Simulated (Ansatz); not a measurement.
Job for Ansatz (an electronic-structure program): R-wB97X-V/def2-TZVPPD on H4 (a complex), monomers drawn apart or pushed together. Files ending in .json are basis or fitting sets from the Basis Set Exchange.

Ansatz 0.2 input:
```yaml
crystal:
  periodic: [false, false, false]
  atoms:
    - {symbol: H, position_ang: [0.01918998, 0.21921854, -0.28211616]}
    - {symbol: H, position_ang: [0.18702023, -0.10958982, -0.92801742]}
    - {symbol: H, position_ang: [-0.36827521, 0.15851545, 5.35268068]}
    - {symbol: H, position_ang: [-0.12191878, -0.41912012, 4.95374135]}
basis:
  gaussian:
    orbitals: def2-TZVPPD.json
hamiltonian:
  xc: {name: wB97X-V}
scf: {lower_state_search: off}
```

The log:

```
WARN ansatz: RAYON_NUM_THREADS=1 ignored (pool sized by the plan → 1); use --threads N
Functional definition: wB97X-V
these checks for a lower state are left out or cut short: stability, starts, cluster_reference, orbital_swaps, neighbouring_geometries, increment
integrals: 0.01 GiB planned
236 factors; their error is unknown
integrals: 0.04 GiB planned
104 factors; integrals over basis functions are off by at most 3.0e-5 eV
mean field: 0.10 GiB planned
mean field evaluation 1: about -63.7932 eV, gradient 3.1e0 eV
mean field evaluation 2: about -63.8214 eV, gradient 5.5e-1 eV
mean field evaluation 4: about -63.8236 eV, gradient 5.6e-1 eV
mean field evaluation 8: about -63.8188 eV, gradient 7.7e-4 eV
mean field -63.81883775 eV, -2.3452990294 hartree, gradient 5.1e-6 eV, S^2 0.000000; 0 other end points of the search recorded, 0 dependent functions left out
reference -63.81883600 eV, -2.3452989650 hartree; 2, 2 occupied and 66, 66 virtual orbitals, 236 factors
Total energy: -63.81883600 eV, -2.3452989650 hartree
Checks for a lower state left out: stability, starts, cluster_reference, orbital_swaps, neighbouring_geometries, increment
```

Self-consistency was reached.

Cost: very roughly 0.25 core-seconds.
